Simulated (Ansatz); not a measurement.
Gas-phase electronic energies from Ansatz, PBE0-D4/def2-TZVP geometries. CCSD(T)/CBS adds triple-zeta CCSD(T) − MP2 to the extrapolated MP2 energy (def2 sets, frozen cores). DFT in def2-TZVPP. B3LYP here is the variant with VWN-RPA as its local correlation; programs differ in this. def2 core potentials past Kr. For In, Se outer-core shells are correlated without core-valence functions, which leaves a few kJ/mol of doubt a bond. Scalar relativity is left out up to krypton. One conformer a species, not always the lowest.

`[OH][In]([SH])[O][SiH3]` + `O=C(O)[SeH]` → `O=C([SeH])O[SiH3]` + `[OH][In]([OH])[SH]`  (ligand exchange at the Si–O bond)

```tsv
level	ΔE (kcal/mol)	difference from CCSD(T)/CBS
PBE-D4	5.2	-0.9
PBE0-D4	6.0	-0.1
B3LYP-D4	5.6	-0.5
ωB97M-V	5.9	-0.2
B2PLYP	5.7	-0.4
r2SCAN	6.0	-0.1
PBE0	6.0	-0.1
B3LYP	5.6	-0.5
HF/def2-TZVPP	7.3	1.2
MP2/def2-TZVPP	5.9	-0.2
SCS-MP2/def2-TZVPP	6.1	0.0
CCSD(T)/def2-TZVPP	6.0	-0.1
SCS-MP2/def2-QZVPP	6.1	0.0
HF/CBS(def2)	7.5	1.4
MP2/CBS(def2)	6.0	-0.1
CCSD/CBS(def2)	6.3	0.2
CCSD(T)/CBS	6.1	0
```

Largest T1 diagnostic among the species: 0.016.

From PBE to PBE0 (25 % exact exchange), in def2-TZVPP and without D4, ΔE moves by +0.8 kcal/mol. In def2-TZVPP, CCSD(T) changes the Hartree–Fock value by −1.4 kcal/mol (the triples alone add −0.2 kcal/mol) and MP2 by −1.4 kcal/mol.
